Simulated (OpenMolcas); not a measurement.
# How methods differ on GaSiH3F2 (SMILES [F][Ga]([F])[SiH3])

GaSiH3F2: 7 atoms, total charge 0, spin state singlet. As SMILES, `[F][Ga]([F])[SiH3]`. The coordinates come from a PBE0-D4/def2-TZVP relaxation.

Quantity: the HOMO–LUMO gap, in eV. The values are calculated.

```
                              level             kind     program  value (eV)  CPU time
  BLYP/6-31G* (spherical functions)              GGA  OpenMolcas        5.28      29 s
 M06-L/6-31G* (spherical functions)         meta-GGA  OpenMolcas        5.83      32 s
  TPSS/6-31G* (spherical functions)         meta-GGA  OpenMolcas        5.57      37 s
r2SCAN/6-31G* (spherical functions)         meta-GGA  OpenMolcas        5.84      33 s
 BHLYP/6-31G* (spherical functions)    global hybrid  OpenMolcas        9.32      27 s
M06-2X/6-31G* (spherical functions)  hybrid meta-GGA  OpenMolcas        9.04      32 s
  PBE0/6-31G* (spherical functions)    global hybrid  OpenMolcas        7.42      26 s
 B3LYP/6-31G* (Cartesian functions)    global hybrid  OpenMolcas        6.95      31 s
```

All-electron rows without a relativistic Hamiltonian named are non-relativistic. The values span 5.28 to 9.32 eV. Orbital gaps aren't excitation energies; they tend to grow with the share of exact exchange. Times are those of the runs behind each value, whatever else they computed, on shared processors of several kinds: orders of magnitude only.
